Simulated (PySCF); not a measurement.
PySCF input for C3H3N2, SMILES [c]1ccn[nH]1, multiplicity 2, B3LYP-D3(BJ)/def2-SVP. 

```python
import numpy as np
from pyscf import gto, scf, dft
from pyscf.geomopt import geometric_solver

mol = gto.M(
    atom='''
    C    -1.16543917    0.14283587   -0.00000001
    C    -0.55756620   -1.08785998    0.00000000
    C     0.80450448   -0.75708982   -0.00000000
    N     0.98496099    0.55680256   -0.00000000
    N    -0.23748894    1.09806414    0.00000000
    H    -1.01488322   -2.05301295    0.00000001
    H     1.64970176   -1.41608705   -0.00000000
    H    -0.35611761    2.09771666   -0.00000000
    ''',
    basis='def2-SVP',
    charge=0,
    spin=1,
    max_memory=1600,
    verbose=3,
)
mf = dft.UKS(mol, xc='b3lyp').density_fit(auxbasis='def2-universal-jkfit')
mf.disp = 'd3bj'
mf.grids.level = 3
mf.conv_tol = 1e-9
mf.max_cycle = 100
mf.kernel()
fine, coarse = mf.grids, dft.Grids(mol).set(level=1).build(with_non0tab=True)
for _ in range(3):  # follow internal instabilities
    mf.grids = coarse
    mo, _, stable, _ = mf.stability(return_status=True, nroots=4)
    mf.grids = fine
    if stable:
        break
    mf.kernel(mf.make_rdm1(mo, mf.mo_occ))
grad = mf.nuc_grad_method()
grad.grid_response = mol.nao <= 150
conv, mol_eq = geometric_solver.kernel(grad, convergence_set='GAU_TIGHT', maxsteps=100)
print(mol_eq.tostring(format='xyz'))
mf.reset(mol_eq)
mf.kernel()
```

Output:

```

WARN: HOMO -0.238090714686805 >= LUMO -0.238090714686805

converged SCF energy = -225.346879404682  <S^2> = 0.75708019  2S+1 = 2.0070677
<class 'pyscf.df.df_jk.DFUKS'> wavefunction is stable in the internal stability analysis
[banner and settings of the optimiser left out]
Geometry optimization cycle 1
Cartesian coordinates (Angstrom)
 Atom        New coordinates             dX        dY        dZ
   C  -1.165439   0.142836  -0.000000    0.000000  0.000000  0.000000
   C  -0.557566  -1.087860   0.000000    0.000000  0.000000  0.000000
   C   0.804504  -0.757090   0.000000    0.000000  0.000000  0.000000
   N   0.984961   0.556803   0.000000    0.000000  0.000000  0.000000
   N  -0.237489   1.098064   0.000000    0.000000  0.000000  0.000000
   H  -1.014883  -2.053013   0.000000    0.000000  0.000000  0.000000
   H   1.649702  -1.416087   0.000000    0.000000  0.000000  0.000000
   H  -0.356118   2.097717   0.000000    0.000000  0.000000  0.000000

WARN: Mole.unit (angstrom) is changed to Bohr

converged SCF energy = -225.346879403009  <S^2> = 0.75708065  2S+1 = 2.0070682
--------------- DFUKS_Scanner gradients ---------------
         x                y                z
0 C     0.0149706186     0.0022450166    -0.0000000011
1 C     0.0077140584     0.0020301737     0.0000000005
2 C     0.0025790578    -0.0074986089    -0.0000000003
3 N    -0.0218432458    -0.0089646570    -0.0000000002
4 N     0.0014379919    -0.0023948543     0.0000000007
5 H     0.0062294153     0.0123451617     0.0000000003
6 H    -0.0109986193     0.0075531329    -0.0000000001
7 H    -0.0000892770    -0.0053153647     0.0000000002
----------------------------------------------
cycle 1: E = -225.346879403  dE = -225.347  norm(grad) = 0.0363105
Step    0 : Gradient = 1.284e-02/2.361e-02 (rms/max) Energy = -225.3468794030
Hessian Eigenvalues: 2.30000e-02 2.30000e-02 2.49489e-02 ... 5.62192e-01 5.65539e-01 5.96847e-01

Geometry optimization cycle 2
Cartesian coordinates (Angstrom)
 Atom        New coordinates             dX        dY        dZ
   C  -1.177510   0.140758   0.000000   -0.012071 -0.002078  0.000000
   C  -0.577253  -1.103324  -0.000000   -0.019686 -0.015464 -0.000000
   C   0.797164  -0.734397   0.000000   -0.007341  0.022693  0.000000
   N   1.019173   0.580186   0.000000    0.034212  0.023384  0.000000
   N  -0.226607   1.092484  -0.000000    0.010881 -0.005581 -0.000000
   H  -1.037805  -2.088524   0.000000   -0.022921 -0.035511 -0.000000
   H   1.658507  -1.403652   0.000000    0.008806  0.012435  0.000000
   H  -0.347998   2.097839  -0.000000    0.008120  0.000122 -0.000000
converged SCF energy = -225.347529177679  <S^2> = 0.75740106  2S+1 = 2.0073874
--------------- DFUKS_Scanner gradients ---------------
         x                y                z
0 C    -0.0030174366     0.0007643562     0.0000000011
1 C    -0.0012830038    -0.0081334773    -0.0000000011
2 C    -0.0127984343     0.0117936743     0.0000000007
3 N     0.0087503283     0.0098651382     0.0000000001
4 N     0.0081696196    -0.0143704628    -0.0000000005
5 H    -0.0015665792    -0.0010281956     0.0000000000
6 H     0.0004291897     0.0013085265    -0.0000000002
7 H     0.0013163162    -0.0001995596    -0.0000000002
----------------------------------------------
cycle 2: E = -225.347529178  dE = -0.000649775  norm(grad) = 0.0288912
Step    1 : Displace = 2.573e-02/4.228e-02 (rms/max) Trust = 1.000e-01 (=) Grad = 1.021e-02/1.740e-02 (rms/max) E (change) = -225.3475291777 (-6.498e-04) Quality = 0.330
Hessian Eigenvalues: 2.30000e-02 2.30000e-02 2.49489e-02 ... 5.25005e-01 5.81257e-01 6.69097e-01

Geometry optimization cycle 3
Cartesian coordinates (Angstrom)
 Atom        New coordinates             dX        dY        dZ
   C  -1.185537   0.147117   0.000000   -0.008026  0.006359 -0.000000
   C  -0.570741  -1.091621   0.000000    0.006511  0.011703  0.000000
   C   0.817086  -0.756140   0.000000    0.019922 -0.021743 -0.000000
   N   1.003567   0.568608  -0.000000   -0.015607 -0.011578 -0.000000
   N  -0.241091   1.108333  -0.000000   -0.014483  0.015849 -0.000000
   H  -1.037302  -2.079689   0.000000    0.000503  0.008834  0.000000
   H   1.682309  -1.431408   0.000000    0.023802 -0.027755  0.000000
   H  -0.360620   2.116170  -0.000000   -0.012622  0.018331  0.000000
converged SCF energy = -225.348080047061  <S^2> = 0.75758065  2S+1 = 2.0075663
--------------- DFUKS_Scanner gradients ---------------
         x                y                z
0 C    -0.0071585912     0.0024331339     0.0000000007
1 C     0.0004761085     0.0037119453    -0.0000000005
2 C     0.0066011801    -0.0057520990     0.0000000004
3 N    -0.0006627261     0.0015033803     0.0000000001
4 N    -0.0004836179     0.0035030919    -0.0000000004
5 H    -0.0017908658    -0.0040178976    -0.0000000001
6 H     0.0040369485    -0.0035900035    -0.0000000001
7 H    -0.0010184361     0.0022084486    -0.0000000001
----------------------------------------------
[...]
6 H    -0.0000381360    -0.0000216809    -0.0000001540
7 H     0.0000526043    -0.0001065859    -0.0000001190
----------------------------------------------
cycle 15: E = -225.348398437  dE = -4.09407e-07  norm(grad) = 0.000607361
Step   14 : Displace = 5.583e-05/9.036e-05 (rms/max) Trust = 6.776e-02 (+) Grad = 2.147e-04/3.949e-04 (rms/max) E (change) = -225.3483984369 (-4.094e-07) Quality = 1.206
Hessian Eigenvalues: 1.26055e-04 2.30000e-02 2.30024e-02 ... 5.95298e-01 7.18267e-01 9.67454e-01

Geometry optimization cycle 16
Cartesian coordinates (Angstrom)
 Atom        New coordinates             dX        dY        dZ
   C  -1.192635   0.079712   0.000002    0.000040 -0.000788  0.000002
   C  -0.521645  -1.124574  -0.000002    0.000551 -0.000385 -0.000003
   C   0.837238  -0.706412   0.000002    0.000305  0.000280  0.000003
   N   0.965270   0.620012  -0.000010   -0.000497  0.000536 -0.000015
   N  -0.304894   1.088608   0.000001   -0.000659 -0.000065  0.000002
   H  -0.929945  -2.130941  -0.000002    0.000877 -0.000478 -0.000002
   H   1.730715  -1.331316   0.000006    0.000854  0.001040  0.000008
   H  -0.476433   2.086280   0.000004   -0.001472 -0.000141  0.000005
converged SCF energy = -225.348398690298  <S^2> = 0.75738424  2S+1 = 2.0073707
--------------- DFUKS_Scanner gradients ---------------
         x                y                z
0 C    -0.0000812936     0.0001088059    -0.0000000286
1 C     0.0000302045    -0.0000330199    -0.0000011849
2 C     0.0000517746     0.0001750743     0.0000020446
3 N    -0.0000025556    -0.0000897501    -0.0000026356
4 N     0.0000024197    -0.0000689028     0.0000013047
5 H    -0.0000049921    -0.0000284596    -0.0000001094
6 H    -0.0000151259    -0.0000129636     0.0000003432
7 H     0.0000195683    -0.0000507843     0.0000002659
----------------------------------------------
cycle 16: E = -225.34839869  dE = -2.53441e-07  norm(grad) = 0.000266092
Step   15 : Displace = 1.805e-04/2.482e-04 (rms/max) Trust = 9.583e-02 (+) Grad = 9.408e-05/1.826e-04 (rms/max) E (change) = -225.3483986903 (-2.534e-07) Quality = 1.408
Hessian Eigenvalues: 1.27067e-04 2.30000e-02 2.30188e-02 ... 5.46044e-01 7.03572e-01 7.24466e-01

Geometry optimization cycle 17
Cartesian coordinates (Angstrom)
 Atom        New coordinates             dX        dY        dZ
   C  -1.192005   0.081957  -0.000005    0.000629  0.002246 -0.000007
   C  -0.523469  -1.123585   0.000007   -0.001824  0.000989  0.000010
   C   0.836209  -0.708142  -0.000007   -0.001029 -0.001729 -0.000009
   N   0.966801   0.618168   0.000035    0.001530 -0.001844  0.000045
   N  -0.302431   1.089293  -0.000005    0.002462  0.000684 -0.000006
   H  -0.933852  -2.129066   0.000005   -0.003908  0.001875  0.000007
   H   1.728616  -1.334581  -0.000019   -0.002099 -0.003265 -0.000024
   H  -0.472196   2.087325  -0.000013    0.004237  0.001045 -0.000016
converged SCF energy = -225.348398745538  <S^2> = 0.75738356  2S+1 = 2.00737
--------------- DFUKS_Scanner gradients ---------------
         x                y                z
0 C    -0.0000031780    -0.0000067337     0.0000001222
1 C    -0.0000054711     0.0000000937     0.0000039688
2 C     0.0000091272     0.0000166161    -0.0000068726
3 N    -0.0000134339    -0.0000112137     0.0000088742
4 N     0.0000181344     0.0000026502    -0.0000044031
5 H    -0.0000014467    -0.0000020014     0.0000003673
6 H    -0.0000012695    -0.0000016207    -0.0000011571
7 H    -0.0000024623     0.0000022096    -0.0000008996
----------------------------------------------
cycle 17: E = -225.348398746  dE = -5.52405e-08  norm(grad) = 3.56593e-05
Step   16 : Displace = 1.243e-04/1.627e-04 (rms/max) Trust = 1.355e-01 (+) Grad = 1.261e-05/2.017e-05 (rms/max) E (change) = -225.3483987455 (-5.524e-08) Quality = 0.968
Hessian Eigenvalues: 1.45614e-04 2.30000e-02 2.33112e-02 ... 5.35222e-01 6.79333e-01 7.32023e-01

Geometry optimization cycle 18
Cartesian coordinates (Angstrom)
 Atom        New coordinates             dX        dY        dZ
   C  -1.192791   0.078197   0.000007   -0.000786 -0.003760  0.000012
   C  -0.520521  -1.125256  -0.000010    0.002948 -0.001671 -0.000017
   C   0.837854  -0.705602   0.000009    0.001644  0.002540  0.000016
   N   0.964324   0.621132  -0.000047   -0.002477  0.002964 -0.000082
   N  -0.306376   1.088313   0.000006   -0.003945 -0.000980  0.000011
   H  -0.927789  -2.131997  -0.000007    0.006063 -0.002930 -0.000013
   H   1.732227  -1.329233   0.000025    0.003611  0.005347  0.000044
   H  -0.479255   2.085814   0.000017   -0.007059 -0.001511  0.000030
converged SCF energy = -225.348398742846  <S^2> = 0.75738291  2S+1 = 2.0073693
--------------- DFUKS_Scanner gradients ---------------
         x                y                z
0 C     0.0000115779    -0.0000125447    -0.0000001766
1 C    -0.0000102961    -0.0000009995    -0.0000053538
2 C     0.0000005682    -0.0000145923     0.0000092820
3 N    -0.0000164220     0.0000134367    -0.0000119837
4 N     0.0000128503     0.0000148198     0.0000059487
5 H    -0.0000001078     0.0000018799    -0.0000004968
6 H     0.0000045732    -0.0000021840     0.0000015642
7 H    -0.0000027438     0.0000001841     0.0000012160
----------------------------------------------
cycle 18: E = -225.348398743  dE = 2.69245e-09  norm(grad) = 4.22075e-05
Step   17 : Displace = 3.937e-05/8.179e-05 (rms/max) Trust = 1.917e-01 (+) Grad = 1.492e-05/2.437e-05 (rms/max) E (change) = -225.3483987428 (+2.692e-09) Quality = -0.333
Poor-quality step dominated by net translation/rotation detected; will project out net forces and torques past this point.
Hessian Eigenvalues: 2.09288e-04 2.30000e-02 2.44440e-02 ... 5.35208e-01 6.90174e-01 7.30272e-01

Geometry optimization cycle 19
Cartesian coordinates (Angstrom)
 Atom        New coordinates             dX        dY        dZ
   C  -1.192806   0.078210   0.000002   -0.000015  0.000013 -0.000005
   C  -0.520525  -1.125246  -0.000003   -0.000004  0.000009  0.000007
   C   0.837849  -0.705594   0.000002   -0.000005  0.000007 -0.000007
   N   0.964336   0.621123  -0.000016    0.000012 -0.000009  0.000032
   N  -0.306375   1.088305   0.000002    0.000002 -0.000008 -0.000005
   H  -0.927782  -2.131995  -0.000002    0.000007  0.000002  0.000005
   H   1.732205  -1.329242   0.000009   -0.000022 -0.000009 -0.000017
   H  -0.479231   2.085809   0.000006    0.000024 -0.000005 -0.000011
converged SCF energy = -225.348398744669  <S^2> = 0.75738312  2S+1 = 2.0073695
--------------- DFUKS_Scanner gradients ---------------
         x                y                z
0 C    -0.0000010297    -0.0000051029    -0.0000000615
1 C    -0.0000021840    -0.0000000583    -0.0000016680
2 C     0.0000026081     0.0000001017     0.0000028701
3 N    -0.0000030781    -0.0000015939    -0.0000038097
4 N     0.0000058477     0.0000035936     0.0000018700
5 H    -0.0000000460     0.0000003663    -0.0000001757
6 H    -0.0000004081     0.0000006460     0.0000005641
7 H    -0.0000017100     0.0000020475     0.0000004107
----------------------------------------------
cycle 19: E = -225.348398745  dE = -1.82362e-09  norm(grad) = 1.16275e-05
Step   18 : Displace = 1.946e-05/3.269e-05 (rms/max) Trust = 1.968e-05 (-) Grad = 4.125e-06/7.300e-06 (rms/max) E (change) = -225.3483987447 (-1.824e-09) Quality = 0.972
Hessian Eigenvalues: 2.09288e-04 2.30000e-02 2.44440e-02 ... 5.35208e-01 6.90174e-01 7.30272e-01
Converged! =D

8
XYZ from PySCF
C          -1.19280596        0.07821042        0.00000213
C          -0.52052497       -1.12524640       -0.00000309
C           0.83784886       -0.70559438        0.00000243
N           0.96433615        0.62112311       -0.00001552
N          -0.30637462        1.08830471        0.00000158
H          -0.92778166       -2.13199494       -0.00000229
H           1.73220518       -1.32924216        0.00000870
H          -0.47923090        2.08580907        0.00000606
converged SCF energy = -225.348398744555  <S^2> = 0.75737929  2S+1 = 2.0073657
```

Self-consistency was reached.

Cost: roughly 2.3 core-minutes.
